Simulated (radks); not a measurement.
Values are calculated unless marked as measured or tabulated.
Ni II, configuration [Ne] 3s2 3p(1/2: 2, 3/2: 3) 3d(3/2: 4, 5/2: 5) 4s1 (not the ground configuration). Code: a radial shooting solver on a logarithmic mesh with Libxc functionals. Model: Dirac Kohn-Sham, relativistic LDA (MacDonald-Vosko exchange, VWN5 correlation), spin-unpolarised, spherical densities, finite nucleus; Fermi nuclear charge, rms radius 3.7757 fm.

Normalised radial functions P(r) = r R(r) (large component), r in bohr:

r,2p3/2,3p3/2
0.005219,0.0168,0.0063
0.006795,0.0277,0.0105
0.00892,0.0463,0.0175
0.01161,0.0754,0.0285
0.01524,0.1232,0.0466
0.01985,0.1957,0.0739
0.02606,0.3090,0.1164
0.03393,0.4700,0.1765
0.04453,0.7012,0.2618
0.05799,0.9936,0.3672
0.07612,1.3500,0.4891
0.09911,1.7044,0.5952
0.1301,1.9917,0.6438
0.1694,2.0903,0.5705
0.2223,1.9226,0.3155
0.2895,1.5073,-0.1081
0.38,0.9506,-0.6326
0.4948,0.4704,-1.0530
0.6495,0.1634,-1.2183
0.8458,0.0391,-1.0761
1.11,0.0053,-0.7378
1.446,0.0004,-0.3981
1.897,0.0000,-0.1571
2.471,0.0000,-0.0450
3.243,0.0000,-0.0079
4.223,0.0000,-0.0008
5.543,0.0000,0.0000
7.217,0.0000,0.0000

2p3/2: eigenvalue -848.35 eV, 0 radial nodes, <r> = 0.217 bohr, 90 % of the charge inside 0.354 bohr. 3p3/2: eigenvalue -80.701 eV, 1 radial node at r = 0.273 bohr, <r> = 0.781 bohr, 90 % of the charge inside 1.21 bohr.
